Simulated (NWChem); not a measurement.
C2H7FSi; SMILES C[SiH](C)F

```xyz
11

Si    -0.0800    -0.3429     0.0000
C      0.7824     0.2301    -1.5508
C      0.7824     0.2301     1.5508
F     -1.5892     0.2875     0.0000
H     -0.2406    -1.8277     0.0000
H      1.7982    -0.1923    -1.6103
H      0.2312    -0.0859    -2.4497
H      0.8680     1.3278    -1.5707
H      0.2312    -0.0859     2.4497
H      1.7982    -0.1923     1.6103
H      0.8680     1.3278     1.5707
```
Atoms are numbered in this order, from 1.

Level: PBE0/def2-SVP (NWChem), optimised geometry, unscaled harmonic frequencies. 

List the harmonic frequencies with IR intensities, and the thermochemistry.


```tsv
frequency (cm⁻¹)	IR intensity (km/mol)
145	0.0
162	0.1
201	0.0
241	8.4
270	7.7
611	10.0
649	1.2
697	0.0
749	31.1
784	54.7
831	33.5
862	39.5
912	187.5
951	221.5
1267	57.5
1271	26.6
1420	1.2
1423	0.3
1428	3.9
1436	11.6
2238	155.4
3058	0.4
3059	0.7
3161	0.1
3163	4.9
3169	2.1
3170	1.1
```

- zero-point energy: 53.3 kcal/mol
- thermal correction to the enthalpy at 298.15 K (with zero-point energy): 58.0 kcal/mol
- heat capacity Cv: 22.1 cal/(mol K)
- entropy at 298.15 K and 1 atm (symmetry number 1): 77.5 cal/(mol K)
- dipole moment: 1.94 D

Rigid rotor and harmonic oscillator.
